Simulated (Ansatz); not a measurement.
CCl₃ (SMILES Cl[C-](Cl)Cl), charge -1, singlet, at a GFN2-xTB geometry (a gas-phase anion, which may not be bound at this level); Ansatz (a first-principles code) with HF/def2-SVP.

Input for Ansatz:
Ansatz 0.2 input:
```yaml
crystal:
  periodic: [false, false, false]
  atoms:
    - {symbol: C, position_ang: [-0.01109338, -0.01005188, 0.65819826]}
    - {symbol: Cl, position_ang: [0.00076126, 1.66832402, -0.05198398]}
    - {symbol: Cl, position_ang: [1.44532711, -0.83228868, -0.06582593]}
    - {symbol: Cl, position_ang: [-1.44217306, -0.83248762, -0.11449536]}
basis:
  gaussian:
    orbitals: def2-SVP
    point_charges:
      - {charge: 1.0, position_ang: [2.8453, -3.6753, -0.4194]}
hamiltonian:
  xc: hf
total_charge: -1
```

Problem. Predict the main parts of the log of this Ansatz run.

Solution. 
```
Functional definition: HF
627 factors; integrals over basis functions are off by at most 1.0e-3 eV
mean field evaluation 1: about -38527.4567 eV, gradient 2.8e1 eV
mean field evaluation 2: about -38527.8721 eV, gradient 2.9e1 eV
mean field evaluation 4: about -38530.2291 eV, gradient 2.6e0 eV
mean field evaluation 8: about -38530.3599 eV, gradient 1.7e-1 eV
mean field -38530.36032330 eV, -1415.9646250651 hartree, gradient 5.2e-5 eV, S^2 0.000000; 0 other end points of the search recorded, 0 dependent functions left out
reference -38530.36032330 eV, -1415.9646250651 hartree; 29, 29 occupied and 39, 39 virtual orbitals, 627 factors
Total energy: -38530.36032330 eV, -1415.9646250651 hartree
```
